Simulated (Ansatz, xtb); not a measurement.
**Relative energy of two isomers of C2H7NSi**

We compare a, `N/C=C\[SiH3]`, a singlet, with b, `N/C=C/[SiH3]`, a singlet. Both are isolated molecules in the gas phase, relaxed with B3LYP-D3(BJ)/def2-SVP; the shapes shown needn't be the lowest conformers.

a (Å):

```yaml
atoms:
  - { symbol: C, position_ang: [-2.0021, 0.7081, -0.8686] }
  - { symbol: C, position_ang: [-0.7551, 0.3399, -1.2534] }
  - { symbol: N, position_ang: [-2.7494, 0.1993, 0.1657] }
  - { symbol: Si, position_ang: [0.2569, -1.0358, -0.5321] }
  - { symbol: H, position_ang: [-2.4531, -0.6757, 0.5857] }
  - { symbol: H, position_ang: [-3.7518, 0.3338, 0.1342] }
  - { symbol: H, position_ang: [-2.5051, 1.5334, -1.3888] }
  - { symbol: H, position_ang: [-0.3199, 0.9255, -2.0694] }
  - { symbol: H, position_ang: [1.2949, -0.5723, 0.4419] }
  - { symbol: H, position_ang: [-0.6286, -1.9934, 0.2092] }
  - { symbol: H, position_ang: [0.9677, -1.7984, -1.6025] }
```

b (Å):

```xyz
11

C    -1.7717    0.2935   -0.0143
C    -1.0033   -0.0416   -1.0779
N    -2.6182    1.3685    0.0902
Si    0.1653   -1.4755   -1.0527
H    -3.3390    1.3500    0.7997
H    -2.8584    1.8758   -0.7538
H    -1.7217   -0.3040    0.9049
H    -1.0811    0.5785   -1.9818
H     1.5921   -1.0678   -1.2534
H     0.0575   -2.1581    0.2740
H    -0.1360   -2.4790   -2.1223
```

Quicker runs give these differences E(b) − E(a): GFN2-xTB −0.36 kcal/mol; HF/STO-3G −1.45 kcal/mol (at GFN2-xTB geometries); r2SCAN-D4/def2-SVP −0.84 kcal/mol (at GFN2-xTB geometries).

Question: Estimate E(b) − E(a) at the level CCSD(T)/def2-SVP + ΔMP2/def2-TZVPP.

Answer: Too close to call at this level: CCSD(T)/def2-SVP + ΔMP2/def2-TZVPP gives E(b) − E(a) = −0.76 kcal/mol.

The same difference at several levels:

| level | geometry | E(b) − E(a) (kcal/mol) | departure from the last row (kcal/mol) | job, with rough time for the two |
| --- | --- | --- | --- | --- |
| GFN2-xTB | GFN2-xTB | −0.36 | +0.40 | optimisation, 0.16 s |
| HF/STO-3G | GFN2-xTB | −1.45 | −0.68 | single point, 0.3 s |
| r2SCAN-D4/def2-SVP | GFN2-xTB | −0.84 | −0.07 | single point, 2.3 s |
| B3LYP-D3(BJ)/def2-SVP | B3LYP-D3(BJ)/def2-SVP | −0.60 | +0.17 | optimisation, 38 s |
| HF/def2-SVP | B3LYP-D3(BJ)/def2-SVP | −1.42 | −0.66 | part of the CCSD(T) run |
| MP2/def2-SVP | B3LYP-D3(BJ)/def2-SVP | −1.12 | −0.36 | part of the CCSD(T) run |
| CCSD(T)/def2-SVP | B3LYP-D3(BJ)/def2-SVP | −0.96 | −0.19 | single point |
| CCSD(T)/def2-SVP + ΔMP2/def2-TZVPP | B3LYP-D3(BJ)/def2-SVP | −0.76 |  | single point, 14 s |

As drawn, both hold the same kinds of bond in the same numbers.

The largest departure from CCSD(T)/def2-SVP + ΔMP2/def2-TZVPP is that of HF/STO-3G, 0.68 kcal/mol. The last row adds to CCSD(T) the change of the MP2 difference between the two basis sets, here +0.19 kcal/mol.

With harmonic frequencies from B3LYP-D3(BJ)/def2-SVP (ideal gas, rigid rotor, one conformer each, 298.15 K, 1 atm): on the last row, ΔE + ΔZPE = −0.90, ΔH = −0.82, ΔG = −0.76 kcal/mol.

The correlated steps freeze 8 core orbitals. Codes used: Ansatz 0.2.0, xtb 6.7.1; the last row on 2 threads of Intel(R) Xeon(R) Platinum 8375C CPU @ 2.90GHz (Ice Lake) on a shared host.
